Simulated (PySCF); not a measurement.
**Nuclear repulsion and electron count by hand**

System: AlF4, charge -1, singlet, at a GFN2-xTB geometry (such geometries of metal compounds can be far from the true shape). Level: DF-SVWN5/6-311++G** in PySCF. Sums are taken with unrounded values, so a last digit can differ.

Coordinates (Å):

```
atom         x         y         z
----  --------  --------  --------
Al1    0.00000   0.00000   0.00000
F2     1.58680  -0.29963  -0.47610
F3     0.00001   0.79618   1.48340
F4    -0.75976   0.96256  -1.15353
F5    -0.82705  -1.45910   0.14623
```

Work out the nuclear repulsion energy and the numbers of alpha and beta electrons.

In atomic units each pair adds Z_i Z_j / r_ij, with r in bohr (1 bohr = 0.529177 Å).
| pair | r (Å) | r (bohr) | Z_i Z_j | term (Eh) |
|---|---|---|---|---|
| Al1-F2 | 1.6836 | 3.1815 | 117 | 36.7754 |
| Al1-F3 | 1.6836 | 3.1815 | 117 | 36.7754 |
| Al1-F4 | 1.6836 | 3.1815 | 117 | 36.7754 |
| Al1-F5 | 1.6836 | 3.1815 | 117 | 36.7754 |
| F2-F3 | 2.7492 | 5.1953 | 81 | 15.5909 |
| F2-F4 | 2.7492 | 5.1953 | 81 | 15.5909 |
| F2-F5 | 2.7492 | 5.1953 | 81 | 15.5909 |
| F3-F4 | 2.7492 | 5.1953 | 81 | 15.5909 |
| F3-F5 | 2.7492 | 5.1953 | 81 | 15.5909 |
| F4-F5 | 2.7492 | 5.1953 | 81 | 15.5909 |
The sum is 240.6473 Eh; PySCF gives 240.6473 Eh. The atomic numbers add up to 49, so at charge -1 there are 50 electrons; multiplicity 1 means 0 unpaired, so 25 alpha and 25 beta.
